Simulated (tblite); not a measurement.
Task: Write Cartesian coordinates for `FC([SiH3])=C=PC1=CCCC1` as optimised with GFN2-xTB.

Result: 
```
atom  x, y, z in Å
F1     2.6485   -2.6300   -0.7022
C2     2.5296   -1.2638   -0.6911
Si3    3.8381   -0.4392    0.4178
C4     1.5797   -0.6662   -1.3453
P5     0.5782    0.2916   -2.2296
C6    -0.8046    0.4350   -1.0672
C7    -1.8940    1.1709   -1.2937
C8    -2.8547    1.1234   -0.1484
C9    -2.3226   -0.0326    0.7165
C10   -0.8611   -0.2282    0.2831
H11    3.5718    0.9971    0.3783
H12    3.6735   -0.9892    1.7645
H13    5.1517   -0.7817   -0.1262
H14   -2.0830    1.7626   -2.1734
H15   -2.8311    2.0741    0.3931
H16   -3.8815    0.9600   -0.4787
H17   -2.8903   -0.9385    0.5021
H18   -2.4102    0.1760    1.7810
H19   -0.5786   -1.2800    0.2331
H20   -0.1644    0.2692    0.9638
```

Any rigid rotation of these coordinates is as good. Atoms count from 1 in this order. The C–P distances run from 1.644 Å (C4=P5, drawn double) to 1.812 Å (P5–C6, drawn single), a spread of 0.168 Å. Of the pairs four or more bonds apart, C4···H19 is among the closest relative to their van der Waals radii: 2.74 Å, 95 % of the sum of Bondi's values. The 6 C–C bonds span 1.299 Å (C2=C4, drawn double) to 1.539 Å (C8–C9, drawn single), a spread of 0.240 Å. The 5-membered ring C6–C7–C8–C9–C10 has internal angles of 103.4° to 112.1° (sum 536°, against 540° for a flat polygon); it is puckered, 0.09 Å rms from its mean plane, widest ring torsion 19°.

Bonds between heavy atoms (Å): F1–C2 1.371, C2–Si3 1.903, C2=C4 1.299, C4=P5 1.644, P5–C6 1.812, C6=C7 1.334, C7–C8 1.496, C8–C9 1.539, C9–C10 1.537, C6–C10 1.505.

The geometry is computed with GFN2-xTB (gas phase).

Point group: C1 (no symmetry element, even within 0.4 Å). Its GFN2-xTB frequencies are all real (lowest 34 cm⁻¹). One conformer, not necessarily the lowest (C4–P5–C6–C7 178°, C6–C7–C8–C9 -12°, C7–C8–C9–C10 19°, C8–C9–C10–C6 -19°, P5–C6–C10–C9 -169°). 3 starts were optimised and ended at 0.00, 0.06 and 3.34 kcal/mol (GFN2-xTB); the lowest of these is shown.
